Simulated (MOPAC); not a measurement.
MOPAC input (AM1):

```
AM1 FORCE THERMO(298,298) PRECISE LET UHF MS=0.5 GEO-OK AUX(PRECISION=9) THREADS=1
FOSi

Si   -0.10627653 1   -0.12284108 1    0.39143713 1
O     1.36754237 1   -0.55591956 1    0.01383141 1
F    -1.05995280 1    0.68506836 1   -0.61159916 1
```

From the output:

```
     F    3   9.274329   0.269809   9.412847

          HEAT OF FORMATION =    -107.201307 KCALS/MOLE

          ZERO POINT ENERGY       3.705 KCAL/MOL

           NORMAL COORDINATE ANALYSIS (Total motion = 1 Angstrom)

   Root No.       1         2         3

                 1 A'      2 A'      3 A'

                 234.4    1067.5    1290.0

           1   -0.1402   -0.1009    0.3065
           2   -0.2430   -0.2067   -0.1744
           3    0.0000    0.0000    0.0000
           4   -0.1404    0.4087   -0.3423
           5    0.3635    0.0017    0.0013
           6   -0.0000   -0.0000   -0.0000
           7    0.3255   -0.1950   -0.1648
           8    0.0531    0.3041    0.2567
           9   -0.0000   -0.0000   -0.0000

           MASS-WEIGHTED COORDINATE ANALYSIS (NORMAL COORDINATES)

   Root No.       1         2         3

                 1 A'      2 A'      3 A'

                 234.4    1067.5    1290.0

           1   -0.2869   -0.2075    0.6080
           2   -0.4972   -0.4252   -0.3461
           3    0.0000    0.0000    0.0000
           4   -0.2169    0.6345   -0.5126
           5    0.5615    0.0026    0.0020
           6   -0.0000   -0.0000   -0.0000
           7    0.5479   -0.3300   -0.2688
           8    0.0893    0.5145    0.4190
           9   -0.0000   -0.0000   -0.0000

          DESCRIPTION OF VIBRATIONS

 VIBRATION          1    1A'         ATOM PAIR     ENERGY CONTRIBUTION    RADIAL
 FREQUENCY           234.38         Si1 -- O 2         +51.0% (110.5%)      0.4%
 TRANSITION DIPOLE   2.7675         Si1 -- F 3         +49.0% (108.3%)      0.1%
 TRAVEL (Ang.)       0.2034
 REDUCED MASS        6.9545
 EFFECTIVE MASS     22.5721
 FORCE CONSTANT      0.2251

 VIBRATION          2    2A'         ATOM PAIR     ENERGY CONTRIBUTION    RADIAL
 FREQUENCY          1067.49         Si1 -- O 2         +50.8% ( 72.7%)     79.5%
 TRANSITION DIPOLE   1.8614         Si1 -- F 3         +49.2% ( 71.6%)     81.5%
 TRAVEL (Ang.)       0.0974
 REDUCED MASS        6.6518
 EFFECTIVE MASS     19.6110
 FORCE CONSTANT      4.4659

 VIBRATION          3    3A'         ATOM PAIR     ENERGY CONTRIBUTION    RADIAL
 FREQUENCY          1290.02         Si1 -- O 2         +50.5% ( 79.3%)     91.2%
 TRANSITION DIPOLE   4.4466         Si1 -- F 3         +49.5% ( 78.5%)     92.4%
 TRAVEL (Ang.)       0.0762
 REDUCED MASS        8.9989
 EFFECTIVE MASS     22.3378
 FORCE CONSTANT      8.8233

      SYMMETRY NUMBER FOR POINT-GROUP Cs  =  1

          SYSTEM IS A GROUND STATE

 FOSi

          MOLECULE IS NOT LINEAR

          THERE ARE  3 GENUINE VIBRATIONS IN THIS SYSTEM
          THIS THERMODYNAMICS CALCULATION IS LIMITED TO
          MOLECULES WHICH HAVE NO INTERNAL ROTATIONS

                    CALCULATED THERMODYNAMIC PROPERTIES
                                          *
   TEMP. (K)   PARTITION FUNCTION   H.O.F.    ENTHALPY  HEAT CAPACITY ENTROPY
                                   KCAL/MOL   CAL/MOLE    CAL/K/MOL  CAL/K/MOL

 298.00  VIB.     0.1488D+01                   344.0294     2.2492     1.9436
         ROT.     0.1661D+05                   888.2803     2.9808    22.2924
         INT.     0.2471D+05                  1232.3097     5.2300    24.2360
         TRA.     0.4844D+27                  1480.4672     4.9680    38.3425
         TOT.                     -107.201    2712.7769    10.1980    62.5785

   *: NOTE: HEATS OF FORMATION ARE RELATIVE TO THE
            ELEMENTS IN THEIR STANDARD STATE AT 298K
              (=  Standard Enthalpy of Formation).

            Hvib:  Zero-point energy is not included.
                   frequencies of less than zero cm-1 are not included.
            Hrot = (3/2)RT
            Htra = (3/2)RT + pV = (5/2)RT

            Heat capacity is Cp, not Cv

          For more information, see: HTTP://OpenMOPAC.net/Manual/thermochemistry.html

           FORCE CONSTANT IN CARTESIAN COORDINATES (Millidynes/A)

    ATOM   CHEMICAL       X               Y               Z
   NUMBER   SYMBOL  FORCE CONSTANT  FORCE CONSTANT  FORCE CONSTANT

      1      Si       11.066627        6.932465        0.002219
      2       O        8.470562        0.163174        0.000431
      3       F        2.919567        6.650927        0.000394

 **********************
 *                    *
 * JOB ENDED NORMALLY *
 *                    *
 **********************

 == MOPAC DONE ==
```
